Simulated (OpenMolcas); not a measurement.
**Ge I: CASPT2 settings compared**

```yaml
Program: OpenMolcas
Basis: ANO-R2 [6s5p4d3f1g]
Scalar_Hamiltonian: X2C, finite nucleus
Active_space: 2 electrons in 3 orbitals (4p)
State_averaging: 2S+1 = 3 even, 3 roots; 2S+1 = 1 even, 6 roots kept (CI in the orbitals of an earlier block)
Spin-orbit_coupling: RASSI with atomic mean-field integrals over the reference wave functions, term energies averaged over their components
```

Methods on the same reference wave functions:
A. CASSCF
B. SS-CASPT2, IPEA 0.15 Eh, imaginary shift 0.05 Eh (closed shells correlated: 3d 4s)
C. SS-CASPT2, IPEA 0.6 Eh, imaginary shift 0.25 Eh (closed shells correlated: 3s 3p 3d 4s)
D. SS-CASPT2, IPEA 0.1 Eh, imaginary shift 0.2 Eh (closed shells correlated: 3d 4s)

Energies in eV above 4s2 4p2 3P0, the measured ground level; measured values from NIST Handbook of Basic Atomic Spectroscopic Data.

| Level | A | B | C | D | Measured |
| --- | --- | --- | --- | --- | --- |
| 4s2 4p2 3P0 | 0.0000 | 0.0000 | 0.0000 | 0.0000 | 0.0000 |
| 4s2 4p2 3P1 | 0.0584 | 0.0607 | 0.0606 | 0.0606 | 0.0691 |
| 4s2 4p2 3P2 | 0.1551 | 0.1558 | 0.1555 | 0.1558 | 0.1748 |
| 4s2 4p2 1D2 | 1.1796 | 0.939 | 0.912 | 0.947 | 0.8834 |
| 4s2 4p2 1S0 | 2.7798 | 2.134 | 2.156 | 2.139 | 2.0293 |

Deviations, from unrounded energies. A percentage is the sum of absolute deviations over the sum of measured energies, with the sign that they share, or ± where signs differ.

```tsv
Against measurement	Levels	A	B	C	D
mean absolute deviation (cm-1)	4	2200	380	370	410
fine structure of the ground term (%)	2	-12.5	-11.2	-11.4	-11.2
other terms of the ground configuration (%)	2	+35.9	+5.5	+5.4	+6.0
```

B, C lie about equally close to measurement and A furthest from it. The largest miss of C in the table is 4s2 4p2 1S0, by +1000 cm-1. The ranking rests on the paired levels alone, and a cruder setting can come out closer through cancelling errors.

Among B to D the level of the table that moves most is 4s2 4p2 1D2, by 280 cm-1 (lowest in C, highest in D). Moves below CASPT2's spread within the term are not significant.

The mean deviations of B to D differ by less than CASPT2's widest spread within a term (150 cm-1), so their order carries little weight.

From A to B the spin-free energies of the other terms of 4s2 4p2 shown, above 3P, scale by factors of 0.76 to 0.77.

The lowest spin-free term lies below A's lowest term by 0.533 hartree in B, 0.799 hartree in C, 0.534 hartree in D.

CASPT2 does not keep the components of a term degenerate, so their means are used; among the terms shown or strongly mixed into the levels shown the widest spread is 150 cm-1 (4s2 4p2 1D, C). Terms from blocks run as CI alone lack orbitals of their own. With the s shell closed, the reference lacks s² → p² mixing. Without dynamic correlation excited terms often stand tens of per cent too high (terms of higher spin than the ground term too low), and those without a measured partner can miss by more than the paired ones (holds for A). Measured partners are found by configuration, term and J. A level has none where our copy of the source lacks it or the pairing is in doubt (some pairs that miss far off the trend of their configuration count as doubtful), and it then counts in no deviation. Only configurations of the active space appear.
